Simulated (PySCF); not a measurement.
Gas-phase equilibrium of 1 mol NO, 1.4 mol O2 at 800 K and 0.133 bar, among 8 species (O2, N2, O, NO, O3, N, N2O, NO2). Only gases are allowed; each row takes one source of thermochemistry for all species, and Cantera finds the minimum.

Computed with PySCF (xtb for GFN2) and rigid-rotor harmonic-oscillator thermochemistry at 1 bar. Table values come from the NASA 1993 polynomials. After a fit of one offset per element over all species, the range-separated, M06-2X, PBE0/def2-QZVP and CCSD(T)/def2-TZVPP enthalpies, where run, lie to one side of the table for O3 (+19 kJ/mol): a fault of the table's entry, another state or a shared error of the levels is possible; this was not checked at source. † marks an energy on the PBE0/def2-TZVP geometry and frequencies; other levels use their own. 6-31G* has spherical d functions here. Open shells (unrestricted) among the columns below: O2 (multiplicity 3), NO (multiplicity 2, electronic degeneracy 4), NO2 (multiplicity 2); the rest are closed-shell singlets. GFN2 has no spin-polarisation term. Spin-orbit splitting is ignored; it lowers the true energy and changes the entropy of NO. B3LYP is the form with VWN-RPA correlation. The harmonic model lacks anharmonicity and excited electronic states, which grow with temperature; levels with a mode under 35 cm⁻¹ are left out. Strong static correlation: O3.

Molecules larger than those listed are left out. Table species left out: NO3.

With table thermochemistry: O2 0.79, NO2 4.4e-7, O3 <1e-12, N2 0.21, NO 2.0e-6.

Q: How far does the composition move with the other sources (B3LYP/6-31G*, BLYP/def2-TZVP†, GFN2-xTB, PBE0/def2-QZVP†, ωB97M-V/def2-TZVP†, ωB97X-V/def2-TZVP†)?

A: 
```
thermochemistry       x O2   x NO2    x O3    x N2    x NO
------------------  ------  ------  ------  ------  ------
table                 0.79  4.4e-7  <1e-12    0.21  2.0e-6
B3LYP/6-31G*          0.79  1.5e-6  <1e-12    0.21  3.6e-6
BLYP/def2-TZVP†       0.79  1.9e-5  <1e-12    0.21  2.9e-6
GFN2-xTB            2.5e-6    0.62    0.38  <1e-12  <1e-12
PBE0/def2-QZVP†       0.79  6.4e-6  <1e-12    0.21  2.8e-6
ωB97M-V/def2-TZVP†    0.79  1.7e-7  <1e-12    0.21  1.9e-6
ωB97X-V/def2-TZVP†    0.79  2.2e-7  <1e-12    0.21  2.8e-6
```
The most sensitive of these is O3: it spans a factor of 10^11.6 over these rows; at this temperature one factor of ten is RT ln 10 = 15 kJ/mol.
